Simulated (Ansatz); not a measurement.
Basis-set extrapolation for CH$_{9}$AlBNSi (`N[SiH2]B[CH2][AlH2]`) (PBE0-D4/def2-TZVP geometry, frozen core, Ansatz 0.2.0). Multiplicity 1, RHF reference.

```
                      def2-TZVPP   def2-QZVPP
                 HF  -653.158449  -653.180746
    MP2 correlation    -0.713223    -0.761230
CCSD(T) correlation    -0.805371      not run
```

Energies in hartree. Use E(X) = E(∞) + A·exp(−7.88·√X) for Hartree–Fock and E(X) = E(∞) + B·X^(−2.97) for correlation, with X = 3 and 4, and add CCSD(T) minus MP2 of the smaller set to the MP2 limit.

Task: What is the CCSD(T) energy at the basis-set limit?

Result: HF limit: -653.180746 + (-0.022297) × 0.13774 = -653.18382. MP2 limit: -0.761230 + (-0.048007) × 0.74074 = -0.79679. Higher-order term: -0.805371 − (-0.713223) = -0.09215. Total: -654.07276 hartree, 68.4 kcal/mol below CCSD(T)/def2-TZVPP.
